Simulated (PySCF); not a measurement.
# Partial charges of `C/C=C\CC(F)F`

Compound: C5H8F2.
Z-matrix (Å and degrees, GFN2-xTB geometry), rows numbered from 1:
```
C 
C   1  1.4922
C   2  1.3240  1  127.92
C   3  1.4996  2  126.91  1    -0.14
C   4  1.5229  3  110.57  2  -115.14
F   5  1.3582  4  110.67  3   176.38
F   5  1.3554  4  111.23  3   -66.14
H   1  1.0900  2  109.71  3  -116.14
H   1  1.0894  2  109.60  3   126.14
H   1  1.0855  2  112.71  3     5.05
H   2  1.0825  1  114.01  3   179.35
H   3  1.0816  2  119.19  1  -179.68
H   4  1.0934  3  109.82  2   126.18
H   4  1.0891  3  112.27  2     5.16
H   5  1.1013  4  113.31  3    55.31
```

Density: PBE0/pcSseg-1 (PySCF); schemes: Mulliken, IAO, Hirshfeld and ESP-fitted. Isolated species at its GFN2-xTB geometry (one conformer only).

**Question.** Atoms with like bonding are taken together and averaged. For which atoms does the sign change between the 4 schemes (beyond +0.03 e in one, beyond −0.03 e in another)?

**Answer.** C2. Atomic charges aren't observables, and each scheme defines them in its own way.

**Question.** At which atom do the 4 schemes differ most?

**Answer.** At C3: from -0.456 (ESP-fitted) to -0.056 e (Hirshfeld), 0.400 e apart.

**Question.** What partial charge does each atom carry?

**Answer.** In e; atoms taken as equivalent share a row and are averaged (×n: the atom named and its like, n in all):

```tsv
atom	environment	Mulliken	IAO	Hirshfeld	ESP-fitted
C1	allylic carbon	-0.221	-0.428	-0.115	-0.324
C2	alkene CH carbon	-0.214	-0.137	-0.039	+0.052
C3	alkene CH carbon	-0.206	-0.172	-0.056	-0.456
C4	allylic carbon	-0.235	-0.299	-0.087	+0.015
C5	CHF2 carbon	+0.515	+0.455	+0.150	+0.330
F6/F7	fluorine of a CF2 group	-0.306	-0.309	-0.110	-0.231
H8/H9/H10	methyl hydrogen	+0.126	+0.150	+0.047	+0.111
H11	vinylic hydrogen	+0.105	+0.146	+0.045	+0.089
H12	vinylic hydrogen	+0.111	+0.151	+0.040	+0.178
H13/H14	methylene hydrogen	+0.144	+0.157	+0.049	+0.080
H15	methine hydrogen	+0.092	+0.138	+0.044	+0.086
```

Mean size of the charges over all atoms: IAO 0.221 e, Mulliken 0.198 e, ESP-fitted 0.166 e, Hirshfeld 0.069 e. Each set sums to the total charge, 0, to within 0.001 e. The IAO scheme counts the electrons in orthogonalised intrinsic atomic orbitals, a minimal basis polarised so that it spans the occupied orbitals exactly.

Some averages cover members that differ in this geometry: H13/H14, ESP-fitted +0.059 to +0.101; F6/F7, ESP-fitted -0.249 to -0.213 e.

**Question.** How many electrons does the IAO scheme count on C5?

**Answer.** Z − q = 6 − (+0.455) ≈ 5.546.

**Question.** Sum the charges by element.

**Answer.** 
```json
{"element": "C", "atoms": "5", "Mulliken": "-0.361", "IAO": "-0.582", "Hirshfeld": "-0.149", "ESP-fitted": "-0.383"}
{"element": "F", "atoms": "2", "Mulliken": "-0.612", "IAO": "-0.619", "Hirshfeld": "-0.221", "ESP-fitted": "-0.462"}
{"element": "H", "atoms": "8", "Mulliken": "+0.973", "IAO": "+1.201", "Hirshfeld": "+0.369", "ESP-fitted": "+0.845"}
```

These values come from a run that also computed NMR shieldings. The run took 23 s on one thread of an Arm Neoverse V1 (shared host).
